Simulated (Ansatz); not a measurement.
SrO₂⁻. The state is a doublet with charge -1. Geometry PBE0-D4/def2-TZVPD.

Cartesian coordinates in Å:
```
Sr -0.824 0.823 -0.685
O 0.992 -0.144 -0.034
O -0.169 -0.679 0.720
```

In the def2 sets Sr takes a core potential; there is no spin–orbit coupling. The structure holds 1 bond(s) between oxygen atoms. At PBE-D4/def2-SVPD, BLYP-D4/def2-TZVPD, r2SCAN-D4/def2-TZVPD, PBE0-D4/def2-SVPD and others the highest occupied level of the charge -1 doublet lies above zero (up to 1.32 eV). By energy differences its removal costs 0.94 eV (vertical, to the charge 0 singlet, at CCSD(T)/def2-TZVPPD). Another isomer (doublet) lies 0.30 eV lower at PBE-D4/def2-TZVPD.

(1) Estimate the α-spin orbital energies around the gap (eV) in Ansatz with PBE-D4/def2-SVPD, BLYP-D4/def2-TZVPD, r2SCAN-D4/def2-TZVPD, PBE0-D4/def2-SVPD, PBE0-D4/def2-TZVPD.

## Answers

(1) 
```tsv
orbital	PBE-D4/def2-SVPD	BLYP-D4/def2-TZVPD	r2SCAN-D4/def2-TZVPD	PBE0-D4/def2-SVPD	PBE0-D4/def2-TZVPD
HOMO−9	-16.89	-16.56	-17.52	-19.02	-18.91
HOMO−8	-16.86	-16.55	-17.51	-18.99	-18.86
HOMO−7	-15.64	-15.39	-16.33	-17.80	-17.74
HOMO−6	-12.25	-12.41	-13.62	-14.67	-15.09
HOMO−5	-3.89	-3.60	-3.94	-4.95	-4.88
HOMO−4	-2.54	-2.33	-2.74	-4.07	-4.02
HOMO−3	-2.32	-2.09	-2.48	-3.84	-3.78
HOMO−2	0.50	0.70	0.43	-0.81	-0.75
HOMO−1	0.83	1.00	0.73	-0.08	-0.03
HOMO	1.17	1.32	1.11	0.29	0.28
LUMO	1.90	2.19	2.01	2.20	2.35
LUMO+1	1.97	2.28	2.11	2.26	2.44
LUMO+2	2.38	2.84	2.81	2.75	3.14
LUMO+3	3.41	3.65	3.67	3.78	4.02
LUMO+4	3.42	3.69	3.68	3.83	4.06
LUMO+5	3.46	3.98	4.23	3.86	4.27
β HOMO	1.17	1.32	1.09	-0.10	-0.05
β LUMO	1.64	1.65	1.41	2.17	2.08
```
